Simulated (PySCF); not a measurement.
Compound: C₈H₉ (doublet state).
Geometry (GFN2-xTB, Å), atoms numbered from 1 in this order:
```xyz
17
C8H9 angstrom
C      3.896   -0.065   -0.714
C      3.130    0.041    0.423
C      1.817   -0.240    0.501
C      0.541   -0.468    0.572
C     -0.494    0.537    0.342
C     -1.779    0.265    0.432
C     -2.826   -0.724    0.692
C     -3.170    0.712    0.342
H      3.464   -0.385   -1.645
H      4.942    0.176   -0.700
H      3.614    0.368    1.339
H      0.167   -1.459    0.820
H     -0.156    1.534    0.089
H     -3.015   -1.492   -0.047
H     -2.989   -1.058    1.708
H     -3.562    1.353    1.120
H     -3.586    0.918   -0.635
```

The hyperfine couplings belong to this conformer and change with its torsions.

Identity: `C=C[C]=CC=C1CC1` [radical].

Level of theory: UKS B3LYP, pcH-1 on C H, non-relativistic, mean-field spin-orbit, GIAO in PySCF. One conformer (not necessarily the lowest) at the GFN2-xTB geometry, without solvent, vibrations or thermal averaging. The geometry wasn't refined by DFT: couplings that depend on bond lengths, twists or pyramidal angles can differ widely from those at the functional's own minimum. Stability of the SCF solution: not tested. ⟨S²⟩ is 0.777 where a pure state has 0.75.

Principal values of hyperfine tensors in MHz (contact and dipolar terms together), for some of the nuclei:

```json
{"atom": "H12", "isotope": "1H", "A1": "99.23", "A2": "100.10", "A3": "108.38"}
{"atom": "C5", "isotope": "13C", "A1": "58.24", "A2": "62.06", "A3": "68.60"}
{"atom": "C1", "isotope": "13C", "A1": "7.67", "A2": "9.32", "A3": "170.79"}
{"atom": "C2", "isotope": "13C", "A1": "-78.41", "A2": "-40.33", "A3": "-34.02"}
{"atom": "H10", "isotope": "1H", "A1": "-71.11", "A2": "-44.58", "A3": "-17.05"}
{"atom": "H9", "isotope": "1H", "A1": "-66.44", "A2": "-44.76", "A3": "-18.00"}
{"atom": "C4", "isotope": "13C", "A1": "-46.01", "A2": "-33.61", "A3": "-29.02"}
{"atom": "H11", "isotope": "1H", "A1": "11.78", "A2": "16.22", "A3": "23.37"}
```

Problem. Split each tensor into its isotropic and traceless parts, and turn a_iso into mT with g = 2.0024.

Solution. a_iso = (A1 + A2 + A3)/3, Ti = Ai − a_iso; 1 mT corresponds to 28.026 MHz.

| atom | a_iso (MHz) | a_iso (mT) | T1 | T2 | T3 |
| --- | --- | --- | --- | --- | --- |
| H12 | 102.57 | 3.660 | -3.34 | -2.47 | 5.81 |
| C5 | 62.97 | 2.247 | -4.72 | -0.91 | 5.63 |
| C1 | 62.59 | 2.233 | -54.93 | -53.27 | 108.20 |
| C2 | -50.92 | -1.817 | -27.49 | 10.59 | 16.90 |
| H10 | -44.25 | -1.579 | -26.86 | -0.33 | 27.19 |
| H9 | -43.07 | -1.537 | -23.37 | -1.70 | 25.07 |
| C4 | -36.21 | -1.292 | -9.79 | 2.60 | 7.19 |
| H11 | 17.12 | 0.611 | -5.34 | -0.90 | 6.24 |

Problem. What spin density at the nucleus of C4 lies behind its contact coupling (g_N = 1.40482)?

Solution. a_FC = (2μ0/3) gₑ μB g_N μN ρ(0)/(2S·h) = 800.24 MHz × g_N × ρ(0)/(2S), with ρ in bohr⁻³. With a_FC = -36.21 MHz and 2S = 1, ρ(0) = -0.03221 bohr⁻³.

Problem. C3 (13C, g_N = 1.40482) isn't in the table. Its spin density at the nucleus is 0.048 bohr⁻³. What is its contact coupling?

Solution. By the same relation, a_FC = 54.0 MHz. Its full tensor has the principal values -0.25, 15.10, 147.04 MHz.

Problem. Which nucleus of the table has the largest anisotropic coupling, and what is its form?

Solution. C1: -54.9, -53.3, 108.2 MHz, axial, in the ratio −1:−1:+2, the form that spin in one p orbital centred on that nucleus gives.

Problem. What first-order splitting does C5 cause when the field lies along A1, A2 or A3 of its tensor (g taken as isotropic, no quadrupole term)?

Solution. 2 lines (I = 1/2), spaced by |A_i|/(g × 13.996): 2.08, 2.21, 2.45 mT along the axes of A1, A2 and A3.

The SMILES draws the unpaired electron on C3; the largest computed Mulliken spin population is on C1 (0.72 against 0.62).
